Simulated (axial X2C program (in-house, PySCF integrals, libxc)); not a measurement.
**SbCl: cheaper levels and CCSD(T), with spin–orbit coupling**

Calculated with an in-house all-electron X2C program for linear molecules (integrals from PySCF). Two-component (2c) means X2C with spin–orbit coupling and atomic mean-field two-electron Coulomb and Gaunt terms. Basis: Sb dyall-cv3z [11s12p8d4f1g], Cl dyall-av3z [9s8p3d2f] (cores contracted in-house); Gaussian nuclei, density fitting, unrestricted open shells. Masses: Sb 120.904 u, Cl 34.969 u.

State: Ω = 1 (⟨Sz⟩ = 1.00, ⟨Lz⟩ = 0.00 at HF); fragments Sb + Cl.

| level | Re (Å) | ωe (cm⁻¹) | De (eV) |
| --- | --- | --- | --- |
| PBE0 | 2.346 | 370.1 | 3.13 |
| HF | 2.360 | 370.5 | 1.66 |
| MP2 | 2.360 | 368.5 | 2.94 |
| CCSD | 2.364 | 365.8 | 2.72 |
| BLYP | 2.400 | 336.4 | 3.18 |

Correlated methods: 12 electrons correlated (number of frozen shells: Sb 4 s, 3 p, 2 d; Cl 2 s, 1 p), 256 virtual spin orbitals or spinors in MP2, 90 natural virtuals in coupled cluster.

CCSD(T), same Hamiltonian and basis:

Re = 2.369 Å, ωe = 362.3 cm⁻¹, De = 2.83 eV; T1 = 0.014 (Lee–Taylor normalisation).

Question: Give the differences from CCSD(T) in the columns below.

Answer: 

```csv
level,ΔRe (Å),Δωe (cm⁻¹),ΔDe (eV)
PBE0,-0.023,8,0.30
HF,-0.009,8,-1.17
MP2,-0.009,6,0.11
CCSD,-0.005,4,-0.11
BLYP,0.031,-26,0.35
```

Occupations by symmetry block were frozen at the best pattern of an incomplete PBE0 search. Dissociation energies refer to the lowest single-determinant-based atoms at the same level and basis. Density functionals use the spin component along the axis (collinear). CCSD and (T) use frozen natural virtuals with an MP2 correction for the truncation; (T) itself is uncorrected, so its De runs slightly low. The 2c atoms are single determinants rather than J levels; their spin–orbit lowering is only partly caught, and De is too large by that part. This holds for PBE0, BLYP. PBE0 can misorder states that lie within some tenths of an eV, so this need not be the ground state of the molecule. The nearest other 2c determinant of the search, Ω = 0, lies 0.40 eV up at the distance of the search. The functionals have no current-density term, which raises determinants with orbital currents, atoms included. With several unpaired electrons one determinant need not be a pure state. Open-shell Ω = 0 determinants with evenly filled partner blocks cannot be reached by this program, so the Ω shown need not be the lowest component. This is the Ω = 1 component of a π² triplet; the 0⁺ component is not one determinant and can lie lowest. Some points did not converge and are left out. The stretched end of a curve changes character and is left out. With the outer-core shells frozen, correlated bond lengths of heavy atoms tend to come out a few hundredths of an ångström too long.
